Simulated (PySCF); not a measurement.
Vertical excitations of a molecule C4H4Cl2 from TDA-PBE/def2-SVPD (PySCF), as energy in eV (oscillator strength): 4.19 (0.000), 5.23 (0.000), 5.50 (0.008), 5.66 (0.000), 5.80 (0.000), 5.93 (0.104), 5.98 (0.002), 6.43 (0.016), 6.43 (0.007), 6.53 (0.000). Lowest triplet (TDA): 3.84 eV. Geometry optimised at B3LYP-D3(BJ)/def2-SVP. Other conformers were not sampled.

Q: Which molecule gave these data?
A) C#CCC(Cl)Cl
B) Cl/C=C\C=C/Cl
C) C=C=CC(Cl)Cl
D) CC=C=C(Cl)Cl

A: D, CC=C=C(Cl)Cl
